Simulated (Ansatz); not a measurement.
This geometry of ClH3O2Sn + FH (9 atoms, charge 0, multiplicity 1) is a first-order saddle point.

These are results of Ansatz 0.2.0, RKS PBE0/def2-SVP, not measurements.

```xyz
9
Properties=species:S:1:pos:R:3
Sn 0.154 0.197 -0.241
Cl -0.996 0.600 2.296
O 1.608 -0.025 -1.536
H 2.085 -0.855 -1.414
H -0.757 1.505 -0.797
O -0.328 -1.662 0.138
H -0.844 -1.675 0.958
F 1.422 0.856 1.336
H 0.524 0.842 2.037
```

**Question.** Which two structures does it join? (They come from a converged band through this point; their orientation in space is the band's.)

**Answer.** Bonds broken: Sn1–Cl2, F8–H9. Bonds formed: Sn1–F8, Cl2–H9. ClH3O2Sn + FH becomes ClH + FH3O2Sn.

Image 0:

```xyz
9
Properties=species:S:1:pos:R:3
Sn -0.038 0.035 -0.029
Cl -0.113 -0.138 2.362
O 1.807 -0.263 -0.635
H 1.889 -1.185 -0.912
H -0.851 1.386 -0.636
O -0.975 -1.623 -0.564
H -1.154 -2.200 0.188
F 1.225 2.103 1.094
H 1.080 1.667 1.910
```

Image 10:

```xyz
9
Properties=species:S:1:pos:R:3
Sn 0.337 0.228 -0.450
Cl -0.999 0.422 2.846
O 1.701 -0.187 -1.788
H 2.168 -1.006 -1.579
H -0.687 1.460 -0.993
O -0.352 -1.486 0.200
H -0.772 -1.362 1.066
F 1.297 0.952 1.123
H 0.176 0.763 2.354
```

**Question.** How far does it lie above each of them?

**Answer.** 11.2 kcal/mol above the first and 4.6 kcal/mol above the second. This is the barrier of this one path; another mechanism may lie lower. The orbitals stay closed-shell, which can raise the energy where a bond breaks towards radicals; this wasn't checked here.

Time of the run: 6.8 min on 2 threads of Intel(R) Xeon(R) Platinum 8488C (Sapphire Rapids), with other jobs on the host, peak memory 0.28 GiB.
